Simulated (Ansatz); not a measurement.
`F[Si]([SiH3])Br`• → Br• + F• + 3 H• + 2 Si•  (atomization)

Isolated molecules relaxed with PBE0-D4/def2-TZVP in Ansatz; ΔE leaves out vibrations. CCSD(T)/CBS is the MP2 limit (def2-TZVPP, def2-QZVPP) plus CCSD(T) − MP2 in def2-TZVPP, frozen cores. This one scheme is used for every species, atoms too. For atomizations the MP2-based limit and the directly extrapolated one differ by several kJ/mol either way, and by 10 to 25 for some Ge, Se and Sn compounds, so smaller differences from it don't rank the levels. Functionals use def2-TZVPP. B3LYP here is the variant with VWN-RPA as its local correlation; programs differ in this. Open shells (•) are unrestricted, without spin–orbit coupling. Spin–orbit coupling would lower the free atoms: a little for F, Si; clearly for Br. Bonds to Br are less sure, by a few kJ/mol each and by 10 to 20 or more in all where they break to atoms, as the def2 sets lack core-valence functions. Scalar relativity is left out up to krypton.

Problem. What is ΔE at CCSD(T)/CBS? (An estimate is asked.)

Solution. Ansatz gave: +2105.7 kJ/mol.

Problem. What do these levels give: LDA (SPW92), B3LYP-D4, CAM-B3LYP-D4, BLYP, CCSD(T)/def2-SVP, CCSD/CBS(def2)? (Best estimate.)

Solution. Ansatz gave: LDA (SPW92) 2371.8, B3LYP-D4 2087.4, CAM-B3LYP-D4 2094.5, BLYP 2040.4, CCSD(T)/def2-SVP 1905.7, CCSD/CBS(def2) 2075.8 kJ/mol.

Largest T1 diagnostic among the species: 0.013.

At CCSD(T), def2-SVP lies −199.9 kJ/mol from the extrapolated value and def2-TZVPP −73.8 kJ/mol: correlation converges slowly with the basis, and small sets miss more of it in the bonded molecule than in its fragments. From r2SCAN to r2SCAN0 (25 % exact exchange), in def2-TZVPP and without D4, ΔE moves by −36.6 kJ/mol: exact exchange takes away binding that semilocal exchange gives to molecules.
